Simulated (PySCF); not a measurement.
Eu(OH)3 at several levels of theory

Computed with PySCF 2.14.0 (density fitting, no spin-orbit coupling) at the geometry relaxed with B3LYP:

```xyz
7
Eu(OH)3 (singlet in the valence; each metal's 4f electrons, 6 of them, lie in its core potential, out of spins and levels)
Eu    0.0000    0.0000    0.0269
O     2.0922    0.0000    0.1253
H     3.0484    0.0000    0.2036
O    -1.0461    1.8119    0.1253
H    -1.5242    2.6399    0.2036
O    -1.0461   -1.8119    0.1253
H    -1.5242   -2.6400    0.2036
```

| level | basis | state | HOMO (eV) | gap (eV) | charge on Eu1 (e) | population of f-type functions on Eu1 (polarisation alone where 4f lies in the core) | dipole about the centre of mass (D) | largest force component (eV/Å) |
| --- | --- | --- | --- | --- | --- | --- | --- | --- |
| B3LYP | Eu lcecp-1-SVP with ECP52, O def2-SVP, H def2-SVP | singlet | -7.25 | 5.60 | 1.03 | 0.10 | 0.36 | 0.00 |
| BLYP | the same | singlet | -5.75 | 3.70 | 0.85 | 0.10 | 0.33 | 0.51 |
| B3LYP | Eu lcecp-1-TZVP with ECP52, O def2-TZVP, H def2-TZVP | singlet | -7.56 | 5.84 | 1.65 | 0.10 | 0.41 | 0.38 |

In the lcecp rows the 4f levels are missing from HOMO and gap, and the state counts the valence alone.

Charges are Mulliken's, which hang on the basis. The relaxation used the grid (50, 194), these runs (75, 302) or, all-electron (x2c bases, spin-free X2C Hamiltonian), (99, 590).

Task: A further run in the first row's basis gives HOMO (eV) -6.02, gap (eV) 5.23, charge on Eu1 (e) 1.24, population of f-type functions on Eu1 (polarisation alone where 4f lies in the core) 0.09, dipole about the centre of mass (D) 0.38, largest force component (eV/Å) 0.23. Which level was it?
A. CAM-B3LYP
B. revPBE
C. M06-L

Result: C. The others give HOMO -9.00 eV (CAM-B3LYP); -5.81 eV (revPBE).

In the first row's basis the gap widens with exact exchange: 3.7 to 5.2 eV for BLYP, revPBE, M06-L (none); 5.6 eV for B3LYP (a fixed share); 8.4 eV for CAM-B3LYP (rising or full at long range).

An lcecp potential fixes the number of 4f electrons, so in runs with it no electron can move into or out of that shell.
